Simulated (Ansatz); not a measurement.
One change: `F[SiH2][AlH][NH][SiH3]` becomes `[SiH3][NH][AlH][SeH]`.

Ansatz, PBE0-D4/def2-TZVP geometries, multiplicity 1. Each molecule was computed in one conformer, which needn't be the lowest.

Scalar relativity is left out up to krypton.

```
                                        property  `F[SiH2][AlH][NH][SiH3]`
           LUMO energy (ωB97M-V/def2-TZVPP) / eV                     -0.08
              HOMO energy (PBE0/def2-TZVPP) / eV                     -7.65
size of the dipole moment (B3LYP/def2-TZVPP) / D                      2.05
              LUMO energy (PBE0/def2-TZVPP) / eV                     -1.75
               HOMO energy (PBE/def2-TZVPP) / eV                     -6.48
           HOMO energy (ωB97M-V/def2-TZVPP) / eV                     -9.67
```

Question: What does the change do to each property? (Estimate.)

Answer: Ansatz gave: 
```json
{"property": "LUMO energy (ωB97M-V/def2-TZVPP) / eV", "`[SiH3][NH][AlH][SeH]`": "0.92", "shift": "1.00"}
{"property": "HOMO energy (PBE0/def2-TZVPP) / eV", "`[SiH3][NH][AlH][SeH]`": "-7.21", "shift": "0.44"}
{"property": "size of the dipole moment (B3LYP/def2-TZVPP) / D", "`[SiH3][NH][AlH][SeH]`": "1.59", "shift": "-0.46"}
{"property": "LUMO energy (PBE0/def2-TZVPP) / eV", "`[SiH3][NH][AlH][SeH]`": "-0.69", "shift": "1.06"}
{"property": "HOMO energy (PBE/def2-TZVPP) / eV", "`[SiH3][NH][AlH][SeH]`": "-6.07", "shift": "0.41"}
{"property": "HOMO energy (ωB97M-V/def2-TZVPP) / eV", "`[SiH3][NH][AlH][SeH]`": "-9.35", "shift": "0.32"}
```

With PBE0 the HOMO rises by 0.44 eV and the LUMO rises by 1.06 eV, so the gap widens by about 0.62 eV. PBE moves the HOMO by 0.41 eV and ωB97M-V by 0.32 eV. Dipoles are sizes alone; their direction can turn.

B3LYP here is the variant with VWN-RPA as its local correlation; programs differ in this.

Spin–orbit coupling is left out; it splits and shifts lone-pair levels of the heavy atoms by tenths of an eV.
